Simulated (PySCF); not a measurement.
All values are calculated (PySCF 2.14.0 with density-fitted response routines): σ from GIAO-PBE0/pcSseg-1, coordinates at the GFN2-xTB level. Gas phase, non-relativistic, one conformer, rapidly exchanging positions averaged.

δ = σ(ref) − σ, references computed at the same level: TMS for $^{1}$H (31.72 ppm) and $^{13}$C (186.93 ppm). Shifts are as computed. Against solution values, carbons near 30 ppm lie about +3 ppm off and those near 130 ppm about +5 ppm; carbons on Cl a further +6 ppm. Of 1211 compounds with measured shifts, 218 miss one by over three times the rms of a fit or turn the order of signals round; such compounds aren't used in these exercises. Carbons bonded to Cl come out too deshielded.

**Question.** Order these molecules by the shift of their most shielded carbon-bound hydrogen, lowest δ first.
A. PCP1CC1
B. C=C(C)COCOC
C. C[C@@]12C[C@@H]1[C@@H]2Cl

**Answer.** A (0.86 ppm, hydrogen on a three-membered-ring carbon), C (1.23 ppm, hydrogen on a three-membered-ring carbon), B (1.81 ppm, hydrogen on an allylic methyl carbon).

**Question.** Order these molecules by the shift of their most deshielded carbon-bound hydrogen, lowest δ first.
A. C=PCCP
B. PCP1CC1
C. C[C@@]12C[C@@H]1[C@@H]2Cl
D. C=C(C)COCOC

**Answer.** B (1.39 ppm, hydrogen on an sp3 CH2 bonded to 2 P), C (4.15 ppm, hydrogen on a three-membered-ring carbon), D (5.59 ppm, hydrogen on a terminal =CH2 carbon), A (8.51 ppm, hydrogen on a carbon double-bonded to a heavier main-group atom).

**Question.** How many $^{13}$C and $^{1}$H signals does each give (equivalence by symmetry and fast rotation, but not about amide C–N or C=N bonds)? `C=C(C)COCOC`, `PCP1CC1`, `C[C@@]12C[C@@H]1[C@@H]2Cl`, `C=PCCP`

**Answer.** C=C(C)COCOC: 6 C, 6 H; PCP1CC1: 2 C, 3 H; C[C@@]12C[C@@H]1[C@@H]2Cl: 5 C, 5 H; C=PCCP: 3 C, 5 H.
